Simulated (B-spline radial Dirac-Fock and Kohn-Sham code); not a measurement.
**Zr 4d3/2: cross section and angular parameters**

System: the free zirconium atom, configuration 1s2 2s2 2p6 3s2 3p6 3d10 4s2 4p6 4d2 5s2; threshold 6.10 eV (orbital energy of the model). Calculated with an atomic code on a B-spline grid, using Dirac-Hartree-Slater photoionisation with a Latter tail; cross sections with all multipoles, angular parameters from the dipole term and its interference with E2.

For linearly polarised light dσ/dΩ = σ/(4π) [1 + β P₂(cos θ) + (δ + γ cos²θ) sin θ cos φ], with θ from the polarisation vector and φ the angle between the beam and the projection of the electron momentum on the plane normal to the polarisation.

```
hν (eV)    σ (kb)       β       γ       δ
   56.1       110   1.843   0.049   0.010
     60      68.6   1.961   0.077   0.007
     80      13.8  -0.191   0.328  -0.058
    109      27.6  -0.325   0.081  -0.035
    118      31.5  -0.098   0.052  -0.028
    132      35.4   0.166   0.023  -0.020
    170      36.8   0.584  -0.009  -0.008
    229      29.5   0.891  -0.019   0.002
    300      20.5   1.074  -0.011   0.009
    466      9.10   1.244   0.042   0.021
    472      8.86   1.247   0.044   0.021
    730      3.26   1.299   0.152   0.033
    800      2.59   1.298   0.182   0.036
    916      1.82   1.291   0.232   0.041
   1000      1.44   1.282   0.267   0.044
 1253.6     0.764   1.246   0.366   0.054
   1300     0.687   1.239   0.383   0.056
   1370     0.589   1.228   0.408   0.059
   2410         ?       ?       ?       ?
   2900    0.0539   0.995   0.805   0.124
   3830    0.0204   0.889   0.952   0.164
   4590    0.0106   0.819   1.042   0.196
   4850   0.00866   0.798   1.069   0.207
   5040   0.00751   0.783   1.087   0.215
   6190   0.00347   0.705   1.181   0.261
   6700   0.00257   0.676   1.215   0.281
 8047.8   0.00126   0.610   1.289   0.333
  11000  0.000362   0.502   1.392   0.437
  12000  0.000254   0.473   1.415   0.471
  13100  0.000178   0.444   1.434   0.506
```

Q: Give the values at 2410 eV.

A: σ = 0.100 kb, β = 1.062, γ = 0.704, δ = 0.103.
